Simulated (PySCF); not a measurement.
Spinor energies of Mn¹¹⁺ (manganese, charge +11)

Start: [Ne] 3s2 3p2; 3p1/2 filled at m_j = -1/2, +1/2. Calculated with PySCF 2.14 in an uncontracted even-tempered set (19 s from 0.76 bohr⁻², ratio 2.4; 13 p from 0.98 bohr⁻², ratio 2.4; 5 d from 4.6 bohr⁻², ratio 2.6; 4 f from 6.9 bohr⁻², ratio 2.6): generalised Hartree-Fock with the X2C-1e Hamiltonian and a Gaussian nucleus; one run each with spin-orbit coupling (SO) switched off, then screened by Boettger's factors.

```csv
spinor shell,electrons,"ε, spin-free (eV)","ε, screened SO (eV)",weight of nominal j (screened SO),"rms radius, screened SO (bohr)"
1s1/2,2,-6902.0,-6901.8,1.000,0.0703
2s1/2,2,-1097.2,-1097.1,1.000,0.299
2p1/2,2,-971.22,-979.87,0.966,0.268
2p3/2,4,-971.22,-966.80,0.983,0.271
3s1/2,2,-342.93,-342.88,1.000,0.794
3p1/2,2,-312.46,-312.76,0.641,0.799
```

| quantity | spin-free | screened SO |
| --- | --- | --- |
| E (hartree) | -1108.41140 | -1108.45961 |
| M_J | 0 | 0 |
| ⟨J²⟩ | 2.003 | 1.373 |
| ⟨L²⟩ | 2.002 | 1.957 |
| ⟨S²⟩ | 2.001 | 1.943 |

The determinant has a definite M_J but mixes levels of different J.

Each row is a mean over spinors that exchange with the open shell spreads, by up to 13.887 eV (3s1/2).

Rows whose weight is well below 1 are mixtures of j = l ± 1/2: exchange outweighs spin-orbit coupling there, and the label is only the starting occupation.

Without spin-orbit coupling the j labels of p, d and f shells carry no meaning; the spin-free column gives the mean over the occupied spinors of each nl shell.
